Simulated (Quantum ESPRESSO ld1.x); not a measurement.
ld1.x (Quantum ESPRESSO 7.5) input

```
 &input
    zed=41.0,
    iswitch=1,
    rel=1,
    dft='RXC-VWN',
    config='[Ar] 3d10 4s2 4p5 4d1 5s1',
    verbosity='high',
    prefix='ld1',
    max_out_wfc=37,
    file_charge='ld1.rho',
 /
```

Command: `OMP_NUM_THREADS=1 ld1.x < ld1.in > ld1.out`

It prints:

```
     Program LD1 v.7.5 starts

     --------------------------- All-electron run ----------------------------

     scalar relativistic calculation

     atomic number is 41.00
     dft =RXC-VWN   lsd =0 sic =0 latt =0  beta=0.20 tr2=1.0E-14
     Exchange-correlation= RXC-VWN
                           (   3   2   0   0   0   0   0)
     mesh =2041 r(mesh) = 100.12585 a.u. xmin = -8.00 dx = 0.00800
     1 Ry =  13.60569312 eV, c = 137.03599908

     n l     nl                  e(Ry)          e(Ha)          e(eV)
     1 0     1S 1( 2.00)   -1379.189498489    -689.594749245 -18764.8290749
     2 0     2S 1( 2.00)    -196.723310338     -98.361655169  -2676.5569906
     2 1     2P 1( 6.00)    -176.415938405     -88.207969203  -2400.2611199
     3 0     3S 1( 2.00)     -36.173644674     -18.086822337   -492.1675086
     3 1     3P 1( 6.00)     -29.504982739     -14.752491369   -401.4357407
     3 2     3D 1(10.00)     -18.529961508      -9.264980754   -252.1129699
     4 0     4S 1( 2.00)      -8.065354260      -4.032677130   -109.7347350
     4 1     4P 1( 5.00)      -6.229570515      -3.114785258    -84.7576247
     4 2     4D 1( 1.00)      -3.556859646      -1.778429823    -48.3935408
     5 0     5S 1( 1.00)      -2.787567609      -1.393783804    -37.9267894

     final scf error:  4.6E-15 reached in  32 iterations

     Etot =   -7612.904467 Ry,   -3806.452234 Ha, -103578.841959 eV

     Ekin =    7819.784479 Ry,    3909.892239 Ha,  106393.587905 eV
     Encl =  -18195.758955 Ry,   -9097.879478 Ha, -247565.912483 eV
     Eh   =    2979.613806 Ry,    1489.806903 Ha,   40539.711072 eV
     Exc  =    -216.543797 Ry,    -108.271899 Ha,   -2946.228453 eV

     normalization and overlap integrals

     s(1S/1S) =  1.000000  <r> =   0.0362  <r2> =    0.0018  r(max) =   0.0236
     s(1S/2S) = -0.008512
     s(1S/3S) = -0.003420
     s(1S/4S) = -0.001429
     s(1S/5S) = -0.000666
     s(2S/2S) =  1.000000  <r> =   0.1585  <r2> =    0.0296  r(max) =   0.1340
     s(2S/3S) = -0.002060
     s(2S/4S) = -0.000834
     s(2S/5S) = -0.000386
     s(2P/2P) =  1.000000  <r> =   0.1380  <r2> =    0.0233  r(max) =   0.1063
     s(2P/3P) = -0.001685
     s(2P/4P) = -0.000632
     s(3S/3S) =  1.000000  <r> =   0.4444  <r2> =    0.2264  r(max) =   0.3979
     s(3S/4S) = -0.000530
     s(3S/5S) = -0.000240
     s(3P/3P) =  1.000000  <r> =   0.4464  <r2> =    0.2321  r(max) =   0.3885
     s(3P/4P) = -0.000439
     s(3D/3D) =  1.000000  <r> =   0.4324  <r2> =    0.2254  r(max) =   0.3337
     s(3D/4D) = -0.000276
     s(4S/4S) =  1.000000  <r> =   1.1226  <r2> =    1.4231  r(max) =   1.0145
     s(4S/5S) = -0.000137
     s(4P/4P) =  1.000000  <r> =   1.2290  <r2> =    1.7181  r(max) =   1.0990
     s(4D/4D) =  1.000000  <r> =   1.5446  <r2> =    2.7623  r(max) =   1.3105
     s(5S/5S) =  1.000000  <r> =   2.5269  <r2> =    7.1218  r(max) =   2.3879

     ------------------------ End of All-electron run ------------------------
```

Run on one thread of a shared host, so times are rough (Intel(R) Xeon(R) Processor @ 2.60GHz): 0.68 s of CPU time, 0.71 s wall, 32 iterations on 2041 mesh points.
